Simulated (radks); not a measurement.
Results of a calculation; reference values are marked as such.
Question: Ionisation of neutral boron, [He] 2s2 2p1, to [He] 2s2 as the strength of local exchange is varied. Code: a radial shooting solver on a logarithmic mesh with Libxc functionals. Model: non-relativistic Kohn-Sham, Slater X-alpha exchange (alpha = 2/3 is LDA exchange), no correlation, spin-unpolarised, spherical densities, point nucleus.

| alpha | E(B) (hartree) | exchange (hartree) | IE (eV) | -e of the level emptied (eV) | <r> of it (bohr) |
|---|---|---|---|---|---|
| 0.617 | -23.81197 | -2.95133 | 6.777 | 2.401 (2p) | 2.462 |
| 0.626 | -23.85505 | -2.99833 | 6.852 | 2.458 (2p) | 2.448 |
| 0.667 | -24.05201 | -3.21381 | 7.199 | 2.724 (2p) | 2.388 |
| 0.794 | -24.66955 | -3.89578 | 8.324 | 3.616 (2p) | 2.229 |
| 0.894 | -25.16365 | -4.44813 | 9.263 | 4.385 (2p) | 2.125 |
| x | -23.54046 | -2.65626 | 6.311 | 2.053 (2p) | 2.555 |

Which alpha was used in the last row?

Answer: alpha = 0.56. NIST Atomic Spectra Database: 8.298 eV (measured). The Delta-SCF value meets it near alpha = 0.79. Spin polarisation and multiplet splitting are left out, so open shells lie too high by an amount that depends on their filling.

Beside tabulated values, note that spin-unpolarised runs miss the spin-polarisation part of the exchange energy of open shells.
